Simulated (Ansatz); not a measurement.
Reaction (hydrogenolysis of a C–Br bond): `BrCC(Br)Br` + H₂ → `BrCCBr` + HBr

Program: Ansatz. Geometries: PBE0-D4/def2-TZVP. ΔE: electronic, gas phase. CCSD(T)/CBS is the MP2 limit (def2-TZVPP, def2-QZVPP) plus CCSD(T) − MP2 in def2-TZVPP, frozen cores. This one scheme is used for every species. Functionals use def2-TZVPP. B3LYP here is the variant with VWN-RPA as its local correlation; programs differ in this. For Br outer-core shells are correlated without core-valence functions, which leaves a few kJ/mol of doubt a bond. Scalar relativity is left out up to krypton. Each species was taken in one conformer, which may not be the lowest.

```json
{"level": "PBE-D4", "ΔE (kcal/mol)": "-20.0", "difference from CCSD(T)/CBS": "1.1"}
{"level": "r2SCAN-D4", "ΔE (kcal/mol)": "-21.7", "difference from CCSD(T)/CBS": "-0.6"}
{"level": "PBE0-D4", "ΔE (kcal/mol)": "-22.3", "difference from CCSD(T)/CBS": "-1.2"}
{"level": "B3LYP-D4", "ΔE (kcal/mol)": "-21.8", "difference from CCSD(T)/CBS": "-0.7"}
{"level": "ωB97X-V", "ΔE (kcal/mol)": "-22.5", "difference from CCSD(T)/CBS": "-1.4"}
{"level": "ωB97M-V", "ΔE (kcal/mol)": "-22.1", "difference from CCSD(T)/CBS": "-1.0"}
{"level": "B2PLYP", "ΔE (kcal/mol)": "-23.2", "difference from CCSD(T)/CBS": "-2.1"}
{"level": "PBE", "ΔE (kcal/mol)": "-22.1", "difference from CCSD(T)/CBS": "-1.0"}
{"level": "r2SCAN", "ΔE (kcal/mol)": "-22.1", "difference from CCSD(T)/CBS": "-1.0"}
{"level": "PBE0", "ΔE (kcal/mol)": "-24.1", "difference from CCSD(T)/CBS": "-3.0"}
{"level": "B3LYP", "ΔE (kcal/mol)": "-25.4", "difference from CCSD(T)/CBS": "-4.3"}
{"level": "HF/def2-TZVPP", "ΔE (kcal/mol)": "-31.0", "difference from CCSD(T)/CBS": "-9.9"}
{"level": "MP2/def2-TZVPP", "ΔE (kcal/mol)": "-19.0", "difference from CCSD(T)/CBS": "2.1"}
{"level": "SCS-MP2/def2-TZVPP", "ΔE (kcal/mol)": "-20.7", "difference from CCSD(T)/CBS": "0.4"}
{"level": "CCSD/def2-TZVPP", "ΔE (kcal/mol)": "-23.9", "difference from CCSD(T)/CBS": "-2.8"}
{"level": "CCSD(T)/def2-TZVPP", "ΔE (kcal/mol)": "-21.9", "difference from CCSD(T)/CBS": "-0.8"}
{"level": "HF/def2-QZVPP", "ΔE (kcal/mol)": "-31.1", "difference from CCSD(T)/CBS": "-10.0"}
{"level": "MP2/def2-QZVPP", "ΔE (kcal/mol)": "-18.5", "difference from CCSD(T)/CBS": "2.6"}
{"level": "SCS-MP2/def2-QZVPP", "ΔE (kcal/mol)": "-20.4", "difference from CCSD(T)/CBS": "0.7"}
{"level": "HF/CBS(def2)", "ΔE (kcal/mol)": "-31.1", "difference from CCSD(T)/CBS": "-10.0"}
{"level": "MP2/CBS(def2)", "ΔE (kcal/mol)": "-18.1", "difference from CCSD(T)/CBS": "3.0"}
{"level": "CCSD/CBS(def2)", "ΔE (kcal/mol)": "-23.0", "difference from CCSD(T)/CBS": "-1.9"}
{"level": "CCSD(T)/CBS", "ΔE (kcal/mol)": "-21.1", "difference from CCSD(T)/CBS": "0"}
```

Largest T1 diagnostic among the species: 0.008.

From PBE to PBE0 (25 % exact exchange), in def2-TZVPP and without D4, ΔE moves by −2.0 kcal/mol. In def2-TZVPP, CCSD(T) changes the Hartree–Fock value by +9.1 kcal/mol (the triples alone add +1.9 kcal/mol) and MP2 by +12.0 kcal/mol. The D4 term adds +3.6 kcal/mol with B3LYP and +1.9 kcal/mol with PBE0; it sums over pairs of atoms, weighted by their polarisabilities, and B3LYP, whose exchange is more repulsive, gets the larger term.

CCSD(T)/CBS has its own doubt, a few kJ/mol and more with outer-core shells, so smaller differences from it don't rank the levels.
